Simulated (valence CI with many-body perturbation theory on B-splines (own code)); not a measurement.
**Sn26+: what each term of the Hamiltonian does**

Computed by relativistic CI+MBPT: six valence electrons over a frozen Dirac-Fock core [Ar], a basis of 7 s, 7 p, 8 d, 6 f, 4 g, 1 h functions for each j, with the one-electron correlation potential Σ1, the two-electron term Σ2, the three-electron term Σ3, Breit, model QED; selected CI, second order for the rest, scaled by the run's own slope (own B-spline code, finite nucleus).

No measured spectrum was set against this ion. As an estimate, large intervals hold to a few tenths of a per cent, small ones and those within an open d or f shell to about a per cent. Core correlation moves these levels by up to 10000 cm⁻¹, and in measured spectra 5 to 20 % of such shifts remained as error; rates that hang on mixing are uncertain with them. Among the levels kept, up to 960 cm⁻¹ of a level comes from second order outside the variational space, and about a tenth of that is noise between levels of different J, which matters for small intervals. Only levels of the ground parity were solved; by the run's estimate the other parity begins above the list, which can be wrong where configurations are misplaced.

Each rung adds one term. CI alone is the Dirac-Coulomb CI over the frozen core; QED comes last and gives the full result, which names the levels. Energies are above 3d6 5D_4 on the same rung, in eV.

Names give the largest LS component (configuration and term), which can be under half, so a name can repeat, a term be missing and a line seem to break the LS rules; names also repeat where a configuration has a term twice. Letters in brackets count levels of one name in rising energy.

| Level | CI alone | + Σ1 | + Σ2 | + Σ3 | + Breit | Full |
| --- | --- | --- | --- | --- | --- | --- |
| 3d6 5D_2 [a] | 4.239 | 4.248 | 4.046 | 3.915 | 4.087 | 4.088 |
| 3d6 5D_3 | 6.004 | 6.073 | 6.229 | 6.310 | 6.167 | 6.191 |
| 3d6 5D_0 | 7.969 | 8.022 | 8.007 | 7.980 | 8.074 | 8.091 |
| 3d6 5D_1 | 8.261 | 8.337 | 8.437 | 8.439 | 8.418 | 8.444 |
| 3d6 3H_4 [a] | 11.235 | 11.275 | 11.276 | 11.169 | 11.119 | 11.129 |
| 3d6 3H_6 | 14.796 | 14.863 | 15.118 | 14.884 | 14.312 | 14.331 |
| 3d6 3G_5 | 14.714 | 14.778 | 14.847 | 14.724 | 14.360 | 14.378 |
| 3d6 5D_2 [b] | 16.533 | 16.640 | 16.570 | 16.433 | 16.285 | 16.320 |
| 3d6 3F_3 [a] | 17.582 | 17.662 | 17.497 | 17.390 | 17.206 | 17.229 |
| 3d6 3F_2 [a] | 18.238 | 18.325 | 18.093 | 17.835 | 17.701 | 17.727 |
| 3d6 3H_4 [b] | 21.598 | 21.728 | 21.956 | 21.759 | 21.323 | 21.365 |
| 3d6 1S_0 [a] | 21.537 | 21.650 | 21.470 | 21.537 | 21.464 | 21.500 |
| 3d6 3D_1 | 23.171 | 23.275 | 22.749 | 22.876 | 22.828 | 22.858 |
| 3d6 3G_4 | 23.362 | 23.480 | 23.427 | 23.331 | 22.902 | 22.938 |
| 3d6 3D_2 | 23.583 | 23.687 | 23.285 | 23.283 | 23.096 | 23.126 |
| 3d6 3H_5 | 24.183 | 24.332 | 24.574 | 24.446 | 23.749 | 23.796 |
| 3d6 3D_3 | 25.469 | 25.595 | 25.189 | 25.348 | 25.062 | 25.100 |
| 3d6 3G_3 | 26.565 | 26.719 | 26.664 | 26.562 | 26.120 | 26.167 |
| 3d6 1I_6 | 26.992 | 27.142 | 27.564 | 27.285 | 26.404 | 26.450 |
| 3d6 3P_0 [a] | 27.364 | 27.429 | 26.343 | 26.327 | 26.441 | 26.454 |
| 3d6 1F_3 | 28.892 | 28.985 | 28.324 | 28.271 | 28.136 | 28.159 |
| 3d6 3P_1 [a] | 30.056 | 30.251 | 30.096 | 29.874 | 29.448 | 29.510 |
| 3d6 1G_4 [a] | 31.962 | 32.135 | 31.989 | 31.972 | 31.326 | 31.378 |
| 3d6 1D_2 [a] | 32.642 | 32.798 | 32.279 | 31.952 | 31.573 | 31.620 |
| 3d6 3P_1 [b] | 35.112 | 35.258 | 34.673 | 34.660 | 34.523 | 34.566 |
| 3d6 3F_4 | 38.050 | 38.221 | 37.924 | 37.847 | 37.322 | 37.372 |
| 3d6 3F_2 [b] | 38.340 | 38.500 | 38.003 | 37.953 | 37.673 | 37.718 |
| 3d6 1G_4 [b] | 44.085 | 44.275 | 43.883 | 43.681 | 43.097 | 43.152 |
| 3d6 3P_2 | 44.358 | 44.582 | 44.027 | 43.941 | 43.370 | 43.437 |
| 3d6 3P_0 [b] | 43.921 | 44.213 | 44.199 | 44.185 | 43.456 | 43.551 |
| 3d6 3F_3 [b] | 44.490 | 44.723 | 44.408 | 44.355 | 43.713 | 43.784 |

Q: How does the ionisation energy move along the ladder, and which term matters most?

A: CI alone 1407.9, + Σ1 1410.1, + Σ2 1421.6, + Σ3 1422.0, + Breit 1421.5, + QED 1421.6 eV. The largest step is Σ2, 11.5 eV. NIST lists 1421 ± 4 eV (theoretical).
